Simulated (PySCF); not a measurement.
## Basis-set dependence of population analyses: `CC#C[SiH2]N[SiH3]`

Compound: C3H9NSi2.
Bonds: C1–C2, C2–C3 (triple), C3–Si4, Si4–N5, N5–Si6. Hydrogens: H7, H8, H9 on C1; H10, H11 on Si4; H12 on N5; H13, H14, H15 on Si6.

PBE0 throughout (PySCF), one geometry, spherical d and f functions. Isolated species at its PBE0-D3(BJ)/def2-SVP geometry (one conformer only). Atoms taken as equivalent share a column and are averaged. The first 7 of 10 kinds of atom are listed.

Mulliken charges (e):

```
        basis  functions      C1      C2      C3     Si4      N5     Si6  H7/H8/H9
       STO-3G         47  -0.253  -0.058  -0.269  +0.745  -0.654  +0.640    +0.102
        6-31G         80  -0.549  -0.019  -0.344  +0.877  -1.137  +0.753    +0.209
       6-31G*        110  -0.655  +0.319  -0.408  +0.503  -0.880  +0.499    +0.218
     def2-SVP        137  +0.008  -0.018  -0.424  +0.558  -0.569  +0.468    +0.077
6-311+G(2d,p)        232  -0.869  +0.901  -0.816  +0.653  -0.880  +0.578    +0.177
    def2-TZVP        252  -0.472  -0.072  -0.072  +0.325  -0.520  +0.241    +0.162
```

IAO charges (e):

```tsv
basis	functions	C1	C2	C3	Si4	N5	Si6	H7/H8/H9
STO-3G	47	-0.418	-0.028	-0.330	+0.841	-0.800	+0.720	+0.154
6-31G	80	-0.453	+0.011	-0.370	+0.758	-0.863	+0.583	+0.178
6-31G*	110	-0.434	+0.013	-0.402	+0.881	-0.915	+0.716	+0.172
def2-SVP	137	-0.426	+0.013	-0.399	+0.887	-0.909	+0.729	+0.169
6-311+G(2d,p)	232	-0.444	+0.009	-0.413	+0.911	-0.947	+0.745	+0.177
def2-TZVP	252	-0.444	+0.010	-0.415	+0.922	-0.950	+0.756	+0.177
```

Hirshfeld charges (e):

```
        basis  functions      C1      C2      C3     Si4      N5     Si6  H7/H8/H9
       STO-3G         47  -0.007  -0.081  -0.196  +0.478  -0.352  +0.412    +0.031
        6-31G         80  -0.071  -0.028  -0.200  +0.373  -0.344  +0.339    +0.059
       6-31G*        110  -0.071  -0.026  -0.192  +0.353  -0.321  +0.329    +0.060
     def2-SVP        137  -0.089  -0.024  -0.193  +0.372  -0.311  +0.346    +0.062
6-311+G(2d,p)        232  -0.091  -0.029  -0.196  +0.378  -0.336  +0.350    +0.064
    def2-TZVP        252  -0.095  -0.025  -0.193  +0.371  -0.331  +0.343    +0.065
```

Task: Which scheme is steadiest as the basis changes?

Result: Largest range over the bases for any column: Hirshfeld 0.12 e, IAO 0.17 e, Mulliken 0.97 e. Hirshfeld charges move least and Mulliken charges most, counted in e. Without the minimal STO-3G basis the ranges are Hirshfeld 0.03, IAO 0.17, Mulliken 0.97 e.

Task: How much do the charges still move between the two largest bases, 6-311+G(2d,p) and def2-TZVP?

Result: At most, over all atoms: Mulliken 0.973 e, IAO 0.011 e, Hirshfeld 0.007 e.

Task: What do the same runs give for the total energy, the frontier levels and the dipole moment?

Result: 
```csv
basis,energy (Eh),HOMO (eV),LUMO (eV),μ (D)
STO-3G,-744.1595,-3.69,4.83,0.64
6-31G,-752.8366,-7.02,0.19,1.84
6-31G*,-752.9548,-7.18,0.09,1.96
def2-SVP,-752.6911,-7.31,0.03,1.91
"6-311+G(2d,p)",-753.0714,-7.41,-0.44,1.95
def2-TZVP,-753.0906,-7.42,-0.26,1.98
```

The dipole is fixed by the density alone, so its range of 1.34 D shows that the density itself changes with the basis, not only its division among atoms.
